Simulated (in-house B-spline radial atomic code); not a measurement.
## LDA exchange-only excitations of the silver ion Ag⁺

Method: LDA exchange-only. Computed with a B-spline radial code for spherical atoms: linear response of the closed shell [Kr] 4d10 with the functional's adiabatic kernel; non-relativistic, point nucleus, no spin-orbit coupling, no double excitations, S, P, D and F terms only; shells from n = 2 respond. Only terms of natural parity with L up to 3 were computed.

Without relativity these are model numbers for so heavy an element.

Command:
```bash
python run_td.py task.json out
```
Settings (radii: box in bohr, nucleus in fm):
```
Z                        47
electrons                46
configuration            [Kr] 4d10
hamiltonian              nr
method                   lda,
box_radius               41.61
intervals                59
```

Run time, properties included: 3.8 s on 1 thread of Arm Neoverse N1 (shared host).

The lowest states, in the order of their Tamm-Dancoff energies; the method's threshold (minus the highest occupied level) is 14.721 eV. Labels give the largest channel, * marks a mixed state, and oscillator strengths are full-response dipole values. Semilocal kernels can invert the small singlet-triplet splittings of Rydberg terms. Energies in eV:

```csv
state,full response,Tamm-Dancoff,oscillator strength
4d → 5s 3D,4.448,4.483,-
4d → 5s 1D,5.096,5.119,-
4d → 5p 3P,?,?,-
4d → 5p 3F,8.917,8.934,-
4d → 5p 1F,9.200,9.202,-
4d → 5p 1P,9.697,9.767,0.518
4d → 6s 3D,?,?,-
4d → 6s 1D,12.156,12.158,-
4d → 5d 3S,12.771,12.781,-
4d → 6p 3P,12.876,12.880,-
```

**Question.** Where does 4d → 5p 3P lie?

**Answer.** At 8.706 eV in full response, 8.746 eV in Tamm-Dancoff.

**Question.** Where does 4d → 6s 3D lie?

**Answer.** At 12.092 eV in full response, 12.094 eV in Tamm-Dancoff.

**Question.** How large is the singlet-triplet splitting of 4d → 5s (D terms) in Tamm-Dancoff?

**Answer.** 0.636 eV, from the unrounded values.

**Question.** What polarisabilities and dispersion coefficient does the method give?

**Answer.** Dipole 10.75 bohr³, quadrupole 70.45 bohr⁵, C6 64.03 hartree·bohr⁶ for two such species.
